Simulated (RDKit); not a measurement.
RDKit input (MMFF94):

```python
from rdkit import Chem
from rdkit.Chem import AllChem, rdDetermineBonds

mol = Chem.MolFromXYZFile('mol.xyz')
rdDetermineBonds.DetermineBonds(mol, charge=0)
print('SMILES', Chem.MolToSmiles(Chem.RemoveHs(mol)))
ff = AllChem.MMFFGetMoleculeForceField(mol, AllChem.MMFFGetMoleculeProperties(mol))
e0 = ff.CalcEnergy()
flag = ff.Minimize(maxIts=5000, forceTol=1e-5)
print(f'energy {e0:.4f} -> {ff.CalcEnergy():.4f} kcal/mol, converged: {flag == 0}')
print(Chem.MolToXYZBlock(mol))
```
mol.xyz:
```
16

C      2.30711800    -0.42583700     0.21885300
Si     1.11193300     0.39909600    -0.95499700
C     -0.41974500     1.03025900    -0.02176400
C     -1.17981400    -0.11148800     0.59317300
C     -2.33116600    -0.67149700    -0.21149600
O     -0.86475300    -0.58060700     1.66607400
H      3.15456500    -0.85353700    -0.31999700
H      2.69229800     0.29216200     0.94528300
H      1.80839700    -1.22277900     0.77240800
H      1.73716900     1.56140100    -1.63298100
H      0.65990600    -0.55396400    -2.00069300
H     -1.03743900     1.59967700    -0.71905900
H     -0.06282900     1.69124700     0.77027200
H     -3.13678400     0.06648100    -0.25479900
H     -2.70066200    -1.58454300     0.24915600
H     -2.02201400    -0.86724900    -1.24082400
```

Output:

```
SMILES C[SiH2]CC(C)=O
energy -10.3097 -> -11.7813 kcal/mol, converged: True
16

C      2.344215   -0.414091    0.183268
Si     1.126039    0.421937   -0.925617
C     -0.397560    0.984591   -0.033347
C     -1.199691   -0.137069    0.581276
C     -2.382121   -0.653876   -0.197662
O     -0.882617   -0.629802    1.664121
H      3.240246   -0.711451   -0.370029
H      2.658824    0.248309    0.995503
H      1.917879   -1.315521    0.633903
H      1.769364    1.597844   -1.565746
H      0.727247   -0.497081   -2.022742
H     -1.050598    1.545937   -0.710897
H     -0.134697    1.679714    0.772502
H     -3.096934    0.156812   -0.359258
H     -2.875958   -1.448387    0.368833
H     -2.047458   -1.059044   -1.155497
```

The geometry given is a B3LYP-D3(BJ)/def2-TZVP minimum.
